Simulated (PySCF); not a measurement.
**Ce(III) with more and more H2O**

Computed with PySCF 2.14.0, TPSS, def2-SVP on the ligands, density fitting, scalar-relativistic core potentials, no spin-orbit coupling, vacuum. The metal has lcecp-1-SVP with ECP47. Each complex is relaxed within the symmetry of its template. Distances are means of the shortest metal–ligand contacts, charges and spins Mulliken's; removal energies are rigid, with the ligand's formal charge and no counterpoise, so too large; for an anion taken off a cation in vacuum most of it is the attraction of opposite charges, and multiply charged cations can part far more cheaply with an electron moved from ligand to metal. lcecp potentials hold a fixed number of 4f electrons in the core, out of states, spins and gaps.

Problem. Order these by the metal–ligand distance, lowest first.
A. [Ce(H2O)4]3+
B. [Ce(H2O)5]3+
C. [Ce(H2O)]3+
D. [Ce(H2O)2]3+

Solution. C (2.319), D (2.353), A (2.419), B (2.461).

Problem. What else do they give?

Solution. 
```json
{"complex": "[Ce(H2O)]3+", "point group": "C2v", "M–H2O (Å)": "2.319", "charge on M (e)": "2.57", "removal of one H2O (eV)": "4.64", "unstable modes (below −25 cm⁻¹)": "not given"}
{"complex": "[Ce(H2O)2]3+", "point group": "C1", "M–H2O (Å)": "2.353", "charge on M (e)": "2.25", "removal of one H2O (eV)": "3.96", "unstable modes (below −25 cm⁻¹)": "not given"}
{"complex": "[Ce(H2O)4]3+", "point group": "S4", "M–H2O (Å)": "2.419", "charge on M (e)": "1.78", "removal of one H2O (eV)": "3.08", "unstable modes (below −25 cm⁻¹)": "not given"}
{"complex": "[Ce(H2O)5]3+", "point group": "C2v", "M–H2O (Å)": "2.461", "charge on M (e)": "1.59", "removal of one H2O (eV)": "2.60", "unstable modes (below −25 cm⁻¹)": "not given"}
```

The more ligands, the longer each bond and the weaker the last ligand is held.

Moved off a saddle point of the template and relaxed again: [Ce(H2O)2]3+, [Ce(H2O)4]3+. One start shape was tried for each, so a minimum needn't be the lowest isomer.
